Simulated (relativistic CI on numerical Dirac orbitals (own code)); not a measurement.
**Tl³⁺: sensitivity of the levels to the model**

Base calculation: Dirac-Coulomb-Breit CI, orbitals from a KLI potential per configuration, model QED (radiative potential, 1s self-energy scaled to tabulated hydrogen-like ionisation energies), valence Slater integrals scaled by 0.85, P86 correlation energy added to each configuration.

CI space (outside the closed core [Xe] 4f14): 5d10, 5d9.6s, 5d9.6p, 5d9.5f, 5d9.6d, 5d9.7s, 5d9.7p, 5d9.8s, 5d9.7d, 5d9.6f, 5d9.8p, 5d9.5g, 5d9.8d, 5d9.7f. Double excitations out of closed p, d and f shells are left out; levels of such configurations are missing from the list, as are those of other unlisted configurations, and high levels can miss mixing partners.

Variants: (1) self-excluded LDA correlation estimate; (2) valence Slater integrals scaled by 0.75; (3) configuration mixing switched off. Shifts of the energy above 5d10 1S_0, in cm⁻¹, for the lowest level and the first level of each name with at least 55 % of one term (blank where a level changes its place among those of its configuration and J or its character, or is not in the variant):

```tsv
Level	Base	Δ(1)	Δ(2)	Δ(3)	Measured
5d10 1S_0	0.0	0.0	0.0	0.0	0.0
5d9.6s 3D_3	80726.2	-348.0	+274.8	+2.1	75052.0
5d9.6s 3D_2	84742.8	-346.0	-120.8	+93.9	78647.0
5d9.6s 3D_1	98540.9	-348.2	+217.1	-6.1	93676.0
5d9.6s 1D_2	102427.6	-345.1	-348.7	+125.9	96727.0
5d9.6p 3P°_2	153302.6	-269.6	+720.8	+66.2	147635.0
5d9.6p 3F°_2	171042.3	-270.0	+476.9	+74.0	166435.0
5d9.6p 3F°_4	171360.7	-271.1	+197.1	+24.8	167672.0
5d9.6p 3P°_1	171755.0	-270.1	+387.0	+34.6	167499.0
5d9.6p 1D°_2	175432.5	-268.9	-244.0	+51.4	170334.0
5d9.6p 3D°_3	176816.5	-269.6	-472.3	+19.3	172272.0
5d9.6p 1P°_1	180028.7	-245.2	-557.3	+1501.2	175290.0
5d9.6p 3P°_0	185931.4	-270.6	+529.6	+6.9	
5d9.6p 3D°_1	191815.3	-267.8	-291.8	+115.3	188233.0
```

Correlation outside the listed configurations is missing or only estimated: errors of thousands of cm⁻¹ between configurations and terms are usual at this charge. Rates and lifetimes follow the computed energies and can be off by large factors. The fine structure of a lone outer electron comes out too small, for d and f at times inverted, and misplaced configurations move strength between like terms. 15 of the 15 excited levels that our extract of the measured tables holds in this range could be paired (the sources list more); they are missed by 4774 cm⁻¹ on average and 6096 at most, and levels without a partner can miss by more.

Measured levels: Moore, Atomic Energy Levels, vol. III, NSRDS-NBS 35 (1971 reprint of NBS Circular 467, 1958).

Ionisation energy from the two ground configurations alone: base 50.68 eV; self-excluded LDA correlation estimate 50.96 eV. The NIST ASD value (measured) is 51.14 eV.

LS names give the leading component of a level, which can be under half, so a name can repeat, a term be missing and a line seem to break the LS rules.
